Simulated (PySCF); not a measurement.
C₉H₁₇B.
Numbering: `[CH2:1]=[C:2]1[CH2:3][CH2:4][CH2:5][C@@H:6]([B:7]([CH3:8])[CH3:9])[CH2:10]1`

Structure used (PBE0-D3(BJ)/def2-SVP), in Å, numbered top down from 1:
```xyz
27
C9H17B angstrom
C     -2.604    1.906   -0.309
C     -1.903    0.768   -0.345
C     -2.486   -0.568    0.023
C     -1.657   -1.250    1.113
C     -0.187   -1.336    0.714
C      0.400    0.037    0.386
B      1.902    0.078   -0.117
C      2.743    1.386    0.102
C      2.530   -1.178   -0.827
C     -0.446    0.723   -0.717
H     -2.150    2.866   -0.571
H     -3.659    1.913   -0.021
H     -2.483   -1.214   -0.875
H     -3.536   -0.458    0.334
H     -2.061   -2.254    1.323
H     -1.747   -0.670    2.048
H      0.394   -1.818    1.518
H     -0.092   -1.996   -0.167
H      0.310    0.682    1.282
H      3.334    1.192    1.021
H      3.481    1.587   -0.689
H      2.150    2.292    0.301
H      3.552   -1.036   -1.207
H      2.532   -2.038   -0.133
H      1.886   -1.496   -1.666
H     -0.076    1.739   -0.925
H     -0.341    0.146   -1.657
```

Probes without a nucleus sit at each ring's centroid and 1 Å off its mean plane on both sides; NICS is minus the shielding there, NICSzz its component along the normal. Level: GIAO PBE0/pcSseg-1 (PySCF, non-relativistic, gas phase) on the PBE0-D3(BJ)/def2-SVP geometry, one conformer.

Ring bond lengths (Å), with Mayer bond orders in brackets: C2–C3 1.503 (1.02), C3–C4 1.530 (1.03), C4–C5 1.525 (1.05), C5–C6 1.529 (1.02), C6–C10 1.550 (0.98), C10–C2 1.504 (1.02).

Q: Give the NICS values of each ring in ppm.

A: 
```tsv
ring	type	NICS(0)	NICS(1), two faces	NICS(1)zz, two faces	rms pucker (Å)	centre to ring atoms, mean (Å)
C2–C3–C4–C5–C6–C10	6-membered carbocycle; formal bonds all single	-1.8	-1.8 / -2.8	3.6 / 1.9	0.23	1.47
```

Q: What do they say, and how far can they be read as aromaticity?

A: 
- C2–C3–C4–C5–C6–C10: mean NICS(1)zz 2.8 ppm, near zero. C3, C4, C5, C6, C10 have four or more neighbours, so the value isn't read as a sign of a π ring current.

Q: Give the inner angles of the rings and the Hirshfeld charges of the ring atoms.

A: 
- C2–C3–C4–C5–C6–C10: C2 114.2° (+0.014 e), C3 111.1° (-0.069 e), C4 111.2° (-0.067 e), C5 112.1° (-0.069 e), C6 109.9° (-0.094 e), C10 111.5° (-0.062 e); sum 669.9° against 720° for a flat convex ring.

Q: How do the values depend on the level or the medium?

A: 
```
                level  NICS(0), C2–C3–C4–C5–C6–C10  mean NICS(1)zz, C2–C3–C4–C5–C6–C10
   PBE0/pcSseg-1, gas                         -1.8                                 2.8
wB97X-D/pcSseg-1, gas                         -1.7                                 2.8
```

The geometry is the same throughout.
